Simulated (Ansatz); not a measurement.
`C=C[SiH](Cl)Cl`, relaxed with RKS PBE-D4/def2-SVP in the Gaussian-basis code of Ansatz from a rough embedded geometry. The force threshold is 0.03 eV/Å; the program also tests the step.

Charge 0, multiplicity 1.

Start:

```xyz
9

C     1.143    1.037   -0.465
C     0.058    0.275   -0.600
Si   -0.691   -0.791    0.667
Cl   -2.578   -0.033    0.979
Cl   -0.854   -2.629   -0.148
H     1.805    1.033    0.401
H     1.535    1.598   -1.326
H    -0.482    0.284   -1.488
H     0.063   -0.774    1.982
```

Problem. How much energy does the relaxation release, and in how many steps? (Best estimate.)

Solution. The calculation gave: 0.23 eV, in 8 steps, 2 of them rejected.

Problem. Which bonds change most? (Best estimate.)

Solution. The calculation gave: C2–H8 from 1.039 to 1.105 Å; Si3–Cl5 from 2.017 to 2.078 Å; C2–Si3 from 1.818 to 1.858 Å; Si3–Cl4 from 2.057 to 2.078 Å.

Problem. Give the relaxed structure. (Best estimate.)

Solution. Ansatz gave: 
```xyz
9

C     1.174    1.002   -0.480
C     0.036    0.308   -0.684
Si   -0.709   -0.756    0.645
Cl   -2.622   -0.081    1.096
Cl   -0.858   -2.718   -0.023
H     1.714    0.969    0.482
H     1.621    1.637   -1.264
H    -0.473    0.370   -1.663
H     0.119   -0.731    1.892
```
